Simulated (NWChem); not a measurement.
System: MoH6O; SMILES [OH][MoH5]

NWChem input:

```
start job
memory heap 200 mb stack 900 mb global 1100 mb
geometry units angstroms noautoz
  Mo     0.274973     0.229106    -0.417955
  O      0.251672    -0.099122     1.401919
  H     -0.428411    -0.515215     1.944219
  H      1.443296    -0.680528    -1.219912
  H     -0.207298    -0.819473    -1.600494
  H     -1.189790    -0.470200    -0.379025
  H      0.235372     1.874338    -0.774591
  H     -0.981538     0.818118    -1.315023
end
basis spherical
  Mo library 3-21g
  O library 3-21g
  H library 3-21g
end
dft
  xc xpbe96 cpbe96
  iterations 150
  mulliken
end
task dft energy
```

Excerpt of the output:

```
             Northwest Computational Chemistry Package (NWChem) 7.3.0
             --------------------------------------------------------

 CS  symmetry detected

                             Geometry "geometry" -> ""
                             -------------------------

 Output coordinates in angstroms (scale by  1.889725989 to convert to a.u.)

  No.       Tag          Charge          X              Y              Z
 ---- ---------------- ---------- -------------- -------------- --------------
    1 Mo                  42.0000     0.05348574    -0.25411045     0.00000000
    2 O                    8.0000     0.06362269     1.59524489     0.00000000
    3 H                    1.0000    -0.67474479     2.21536500     0.00000000
    4 H                    1.0000     0.66366023    -0.89990524    -1.43044838
    5 H                    1.0000    -0.92448364    -1.22024099    -0.91687581
    6 H                    1.0000    -1.55899118    -0.06439270     0.00000000
    7 H                    1.0000     0.66366023    -0.89990524     1.43044838
    8 H                    1.0000    -0.92448364    -1.22024099     0.91687581

 Effective nuclear repulsion energy (a.u.)     186.8791913406

      Symmetry information
      --------------------

 Group name             Cs
 Group number              2
 Group order               2
 No. of unique centers     6

  pbe96 is a nonlocal functional; adding pw91lda local functional.

                                 NWChem DFT Module
                                 -----------------

 Summary of "ao basis" -> "ao basis" (spherical)
 ------------------------------------------------------------------------------
       Tag                 Description            Shells   Functions and Types
 ---------------- ------------------------------  ------  ---------------------
 Mo                          3-21g                  14       36   6s5p3d
 O                           3-21g                   5        9   3s2p
 H                           3-21g                   2        2   2s

      Symmetry analysis of basis
      --------------------------

        a'         40
        a"         17

            General Information
            -------------------
          SCF calculation type: DFT
          Wavefunction type:  closed shell.
          No. of atoms     :     8
          No. of electrons :    56
           Alpha electrons :    28
            Beta electrons :    28
          Charge           :     0
          Spin multiplicity:     1
          Use of symmetry is: on ; symmetry adaption is: on
          Maximum number of iterations: 150
          AO basis - number of functions:    57
                     number of shells:    31
          Convergence on energy requested:  1.00D-06
          Convergence on density requested:  1.00D-05
          Convergence on gradient requested:  5.00D-04

              XC Information
              --------------
          PerdewBurkeErnzerhof Exchange Functional  1.000
            Perdew 1991 LDA Correlation Functional  1.000 local
           PerdewBurkeErnz. Correlation Functional  1.000 non-local

             Grid Information
             ----------------
          Grid used for XC integration:  medium
          Radial quadrature: Mura-Knowles
          Angular quadrature: Lebedev.
          Tag              B.-S. Rad. Rad. Pts. Rad. Cut. Ang. Pts.
          ---              ---------- --------- --------- ---------
          Mo                  1.45      123          10.0       590
          O                   0.60       49           8.0       434
          H                   0.35       45          10.0       434
          Grid pruning is: on
          Number of quadrature shells:   352
          Spatial weights used:  Erf1

      Superposition of Atomic Density Guess
      -------------------------------------

 Sum of atomic energies:       -4033.77332165

      Non-variational initial energy
      ------------------------------

 Total energy =   -4033.975160
 1-e energy   =   -5941.491976
 2-e energy   =    1720.637625
 HOMO         =      -0.297140
 LUMO         =      -0.097071

      Symmetry analysis of molecular orbitals - initial
      -------------------------------------------------

  Numbering of irreducible representations:

     1 a'          2 a"

  Orbital symmetries:

     1 a'          2 a'          3 a'          4 a'          5 a"
     6 a'          7 a'          8 a'          9 a"         10 a'
    11 a'         12 a"         13 a"         14 a'         15 a'
    16 a'         17 a'         18 a'         19 a"         20 a'
    21 a'         22 a'         23 a'         24 a"         25 a"
    26 a'         27 a"         28 a'         29 a'         30 a'
    31 a"         32 a'         33 a'         34 a'         35 a"
    36 a"         37 a'         38 a'

     ---------------------------------------------
      Total Density - Mulliken Population Analysis
     ---------------------------------------------

    Atom       Charge   Shell Charges
 -----------   ------   -------------------------------------------------------
    1 Mo  42    41.35   2.00  2.00  6.00  2.00  6.00  2.00  5.94  0.67  0.53  0.05 -0.00  9.80  2.25  2.11
    2 O    8     8.95   1.99  0.44  2.26  1.44  2.82
    3 H    1     0.47   0.31  0.16
    4 H    1     1.08   0.39  0.69
    5 H    1     1.02   0.38  0.64
    6 H    1     1.02   0.38  0.64
    7 H    1     1.08   0.39  0.69
    8 H    1     1.02   0.38  0.64

[...]
```

Level: PBE/3-21G, non-relativistic. All runs use the structure optimised with PBE0/def2-SVP (def2 core potentials past Kr).
